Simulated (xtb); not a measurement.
Cl2Si (SMILES Cl[Si]Cl), singlet, geometry from GFN2-xTB; GFN2-xTB run with xtb.

The xtb input:
```
$ xtb mol.xyz --gfn 2 --hess --json

# file mol.xyz
3

Si     0.00085030     0.00527408     0.92381323
Cl     1.01602194     1.21319412    -0.38826774
Cl    -1.01672219    -1.21753748    -0.37251962
```

Output, abridged:

```
   ID    Z sym.   atoms
    1   14 Si     1
    2   17 Cl     2, 3

           -------------------------------------------------
          |                Calculation Setup                |
           -------------------------------------------------

           -------------------------------------------------
          |                 G F N 2 - x T B                 |
           -------------------------------------------------

          ...................................................
          :                      SETUP                      :
          :.................................................:
          :  # basis functions                  30          :
          :  # atomic orbitals                  27          :
          :  # shells                            9          :
          :  # electrons                        18          :
          :  max. iterations                   250          :
          :  Hamiltonian                  GFN2-xTB          :
          :  restarted?                      false          :
          :  GBSA solvation                  false          :
          :  PC potential                    false          :
          :  electronic temp.          300.0000000     K    :
          :  accuracy                    1.0000000          :
          :  -> integral cutoff          0.2500000E+02      :
          :  -> integral neglect         0.1000000E-07      :
          :  -> SCF convergence          0.1000000E-05 Eh   :
          :  -> wf. convergence          0.1000000E-03 e    :
          :  Broyden damping             0.4000000          :
          :  net charge                          0          :
          :  unpaired electrons                  0          :
          ...................................................

 iter      E             dE          RMSdq      gap      omega  full diag
   1    -10.8664301 -0.108664E+02  0.121E+01    2.86       0.0  T
   2    -10.8814382 -0.150081E-01  0.862E+00    2.67       1.0  T
   3    -10.8842026 -0.276440E-02  0.389E+00    2.51       1.0  T
   4    -10.8843482 -0.145629E-03  0.146E+00    2.77       1.0  T
   5    -10.8819277  0.242058E-02  0.182E+00    2.55       1.0  T
   6    -10.8835281 -0.160044E-02  0.138E+00    2.89       1.0  T
   7    -10.8859184 -0.239026E-02  0.389E-01    2.71       1.0  T
   8    -10.8860985 -0.180160E-03  0.143E-01    2.74       1.0  T
   9    -10.8861203 -0.217816E-04  0.467E-02    2.75       1.2  T
  10    -10.8861231 -0.280331E-05  0.141E-02    2.75       4.1  T
  11    -10.8861233 -0.218369E-06  0.881E-03    2.75       6.6  T
  12    -10.8861234 -0.888224E-07  0.272E-03    2.75      21.2  T
  13    -10.8861234 -0.913300E-08  0.167E-03    2.75      34.5  T
  14    -10.8861234 -0.383404E-08  0.597E-04    2.75      96.8  T
  15    -10.8861234 -0.549644E-09  0.166E-05    2.75    3474.1  T

   *** convergence criteria satisfied after 15 iterations ***

         :::::::::::::::::::::::::::::::::::::::::::::::::::::
         ::                     SUMMARY                     ::
         :::::::::::::::::::::::::::::::::::::::::::::::::::::
         :: total energy             -10.875761683467 Eh    ::
         :: gradient norm              0.000003606609 Eh/a0 ::
         :: HOMO-LUMO gap              2.752943106796 eV    ::
         ::.................................................::
         :: SCC energy               -10.886123411642 Eh    ::
         :: -> isotropic ES            0.016104710696 Eh    ::
         :: -> anisotropic ES         -0.004885899043 Eh    ::
         :: -> anisotropic XC         -0.008510164084 Eh    ::
         :: -> dispersion             -0.002342282217 Eh    ::
         :: repulsion energy           0.010361728174 Eh    ::
         :: add. restraining           0.000000000000 Eh    ::
         :: total charge               0.000000000000 e     ::
         :::::::::::::::::::::::::::::::::::::::::::::::::::::

           -------------------------------------------------
          |                Numerical Hessian                |
           -------------------------------------------------
step length          :   0.00500
SCC accuracy         :   0.30000
Hessian scale factor :   1.00000
frozen atoms in %    :   0.00000    0
RMS gradient         :   0.00000
estimated CPU  time      0.00 min

writing file <hessian>.

 projected vibrational frequencies (cm⁻¹)
eigval :       -0.00    -0.00    -0.00     0.00     0.00     0.00
eigval :      179.02   423.06   446.27
           -------------------------------------------------
          |                Property Printout                |
           -------------------------------------------------

    * Orbital Energies and Occupations

         #    Occupation            Energy/Eh            Energy/eV
      -------------------------------------------------------------
         1        2.0000           -1.0614533             -28.8836
         2        2.0000           -1.0492352             -28.5511
         3        2.0000           -0.6371246             -17.3370
         4        2.0000           -0.4679239             -12.7329
         5        2.0000           -0.4524859             -12.3128
         6        2.0000           -0.4485450             -12.2055
         7        2.0000           -0.4366821             -11.8827
         8        2.0000           -0.4268796             -11.6160
         9        2.0000           -0.3810246             -10.3682 (HOMO)
        10                         -0.2798557              -7.6153 (LUMO)
        11                         -0.2066894              -5.6243
        12                         -0.1664847              -4.5303
        13                         -0.0568276              -1.5464
        14                         -0.0310759              -0.8456
        15                         -0.0254779              -0.6933
        16                          0.0128005               0.3483
[...]
        27                          0.6931428              18.8614
      -------------------------------------------------------------
                  HL-Gap            0.1011688 Eh            2.7529 eV
             Fermi-level           -0.3304401 Eh           -8.9917 eV

     #   Z          covCN         q      C6AA      α(0)
     1  14 Si       1.606     0.473   182.750    28.764
     2  17 Cl       0.819    -0.237   106.551    15.791
     3  17 Cl       0.819    -0.237   106.551    15.791

 Mol. C6AA /au·bohr⁶  :       1139.803925
 Mol. C8AA /au·bohr⁸  :      59854.118348
 Mol. α(0) /au        :         60.346168

Wiberg/Mayer (AO) data.
largest (>0.10) Wiberg bond orders for each atom

 ---------------------------------------------------------------------------
     #   Z sym  total        # sym  WBO       # sym  WBO       # sym  WBO
 ---------------------------------------------------------------------------
     1  14 Si   2.427 --     3 Cl   1.213     2 Cl   1.213
     2  17 Cl   1.260 --     1 Si   1.213
     3  17 Cl   1.260 --     1 Si   1.213
 ---------------------------------------------------------------------------

Topologies differ in total number of bonds
Writing topology from bond orders to xtbtopo.mol

molecular dipole:
                 x           y           z       tot (Debye)
 q only:        0.001       0.007       1.166
   full:        0.000       0.000       0.047       0.120
molecular quadrupole (traceless):
                xx          xy          yy          xz          yz          zz
 q only:       -1.096      -3.131      -2.222       0.022       0.035       3.318
  q+dip:        0.173      -2.019      -0.552       0.012       0.007       0.379
   full:        1.349      -2.891       0.310       0.014      -0.009      -1.658

           -------------------------------------------------
          |               Frequency Printout                |
           -------------------------------------------------
 projected vibrational frequencies (cm⁻¹)
eigval :       -0.00    -0.00    -0.00     0.00     0.00     0.00
eigval :      179.02   423.06   446.27
 reduced masses (amu)
   1: 35.36   2: 30.54   3: 34.46   4: 32.25   5: 33.03   6: 34.68   7: 34.07   8: 31.03
   9: 31.56
 IR intensities (km·mol⁻¹)
   1:  0.02   2:  0.01   3:  0.01   4:  0.01   5:  0.01   6:  0.00   7:  4.55   8:114.86
   9: 31.05
 Raman intensities (Ä⁴*amu⁻¹)
   1:  0.00   2:  0.00   3:  0.00   4:  0.00   5:  0.00   6:  0.00   7:  0.00   8:  0.00
   9:  0.00
 output can be read by thermo (or use thermo option).
 writing <g98.out> molden fake output.
 recommended (thermochemical) frequency scaling factor: 1.0
           -------------------------------------------------
          |             Thermodynamic Functions             |
Molecule has the following symmetry elements: (C2) 2*(sigma)
It seems to be the C2v point group
           -------------------------------------------------

c2v symmetry found (for desy threshold:  0.10E+00) used in thermo

          ...................................................
          :                      SETUP                      :
          :.................................................:
          :  # frequencies                           3      :
          :  # imaginary freq.                       0      :
          :  linear?                             false      :
          :  only rotor calc.                    false      :
          :  symmetry                              c2v      :
          :  rotational number                       2      :
          :  scaling factor                  1.0000000      :
          :  rotor cutoff                   50.0000000 cm⁻¹ :
          :  imag. cutoff                  -20.0000000 cm⁻¹ :
          :.................................................:

    mode    ω/cm⁻¹     T·S(HO)/kcal·mol⁻¹    T·S(FR)/kcal·mol⁻¹   T·S(vib)
   ------------------------------------------------------------------------
       1    179.02    -0.69724 ( 99.40%)    -0.67850 (  0.60%)    -0.69713
   ------------------------------------------------------------------------

   temp. (K)  partition function   enthalpy   heat capacity  entropy
                                   cal/mol     cal/K/mol   cal/K/mol   J/K/mol
 298.15  VIB   2.25                  720.990      4.652      4.027
         ROT  0.434E+05              888.752      2.981     24.202
         INT  0.976E+05             1609.743      7.633     28.230
         TR   0.953E+27             1481.254      4.968     39.670
         TOT                        3090.9968    12.6010    67.8994   284.0910

       T/K    H(0)-H(T)+PV         H(T)/Eh          T*S/Eh         G(T)/Eh
   ------------------------------------------------------------------------
    298.15    0.492582E-02    0.731415E-02    0.322612E-01   -0.249470E-01
   ------------------------------------------------------------------------

         :::::::::::::::::::::::::::::::::::::::::::::::::::::
         ::                  THERMODYNAMIC                  ::
         :::::::::::::::::::::::::::::::::::::::::::::::::::::
         :: total free energy         -10.900708727043 Eh   ::
         ::.................................................::
         :: total energy              -10.875761683468 Eh   ::
         :: zero point energy           0.002388328494 Eh   ::
         :: G(RRHO) w/o ZPVE           -0.027335372069 Eh   ::
         :: G(RRHO) contrib.           -0.024947043576 Eh   ::
         :::::::::::::::::::::::::::::::::::::::::::::::::::::

           -------------------------------------------------
          | TOTAL ENERGY              -10.875761683468 Eh   |
          | TOTAL ENTHALPY            -10.868447538101 Eh   |
          | TOTAL FREE ENERGY         -10.900708727043 Eh   |
          | GRADIENT NORM               0.000003526009 Eh/α |
          | HOMO-LUMO GAP               2.752944287707 eV   |
           -------------------------------------------------

normal termination of xtb
```
